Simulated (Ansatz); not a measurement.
Job for Ansatz (a program for electronic structure): U-CCSD(T)/cc-pV(Q+d)Z on H (SMILES [H]). The basis file is the Basis Set Exchange's JSON of that set.

Ansatz 0.2 input:
```yaml
crystal:
  periodic: [false, false, false]
  atoms:
    - {symbol: H, position_ang: [0.00000000, 0.00000000, 0.00000000]}
basis:
  gaussian:
    orbitals: cc-pV_Q+d_Z.json
magnetization: {spin_polarized: true, initial_magnetization: 1}
correlation: {method: ccsd_t, electrons: outside_noble_gas}
scf: {omitted_lower_state_checks: [cluster_reference]}
```

The log:

```
WARN ansatz: RAYON_NUM_THREADS=4 ignored (pool sized by the plan → 4); use --threads N
Functional definition: HF
these checks for a lower state are left out or cut short: cluster_reference
integrals: 0.01 GiB planned
159 factors; integrals over basis functions are off by at most 2.1e-4 eV
mean field: 0.04 GiB planned
mean field evaluation 1: about -13.5518 eV, gradient 1.7e0 eV
mean field evaluation 2: about -13.5518 eV, gradient 1.7e0 eV
mean field evaluation 4: about -13.6042 eV, gradient 4.0e-3 eV
mean field evaluation 8: about -13.6042 eV, gradient 5.9e-6 eV
mean field -13.60421197 eV, -0.4999455686 hartree, gradient 5.9e-6 eV, S^2 0.750000; 0 other end points of the search recorded, 0 dependent functions left out
reference -13.60421197 eV, -0.4999455686 hartree; 1, 0 occupied and 29, 30 virtual orbitals, 159 factors
second order 0.00000000 eV of doubles, -0.00000000 eV of singles
coupled cluster: 0.05 GiB planned
cycle   1  -0.00000000 eV  change  -8.0e-14 eV  update   3.5e-8
perturbative correction 0.00000000 eV, 0.0000000000 hartree
Total energy: -13.60421197 eV, -0.4999455686 hartree
Checks for a lower state left out: cluster_reference
```

The run converged.

Cost: about 0.3 core-seconds (a rough figure).
